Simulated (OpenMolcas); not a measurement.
SeO2 (selenium dioxide): a line through the functionals

SeO2: 3 atoms, total charge 0, spin state singlet. SMILES: `O=[Se]=O`. The shape is that of a PBE0-D4/def2-TZVP optimisation.

The vertical ionisation energy (to the doublet cation) y, in eV, basis def2-TZVPP; a is the functional's share of exact exchange. Programs: OpenMolcas 26.06.

```
functional     program     a  y (eV)
       PBE  OpenMolcas     0   11.47
      TPSS  OpenMolcas     0   11.46
     B3LYP  OpenMolcas   0.2   11.78
      PBE0  OpenMolcas  0.25       ?
     BHLYP  OpenMolcas   0.5   11.89
```

Q: Fit y = c + s·a to the known rows and predict PBE0.

A: 
1. Means of the 4 rows: a = 0.1750, y = 11.650.
2. Σ(Δa)² = 0.1675, Σ(Δa·Δy) = 0.146, so the slope is 0.146/0.1675 = 0.87164.
3. Intercept: 11.650 − (0.87164) × 0.1750 = 11.497. The largest residual of the fit is 0.11.
4. PBE0: 11.497 + (0.87164) × 0.25 = 11.71 eV.

The run gave 11.75 eV, so the prediction is off by -0.04 eV, within the scatter of the fit.
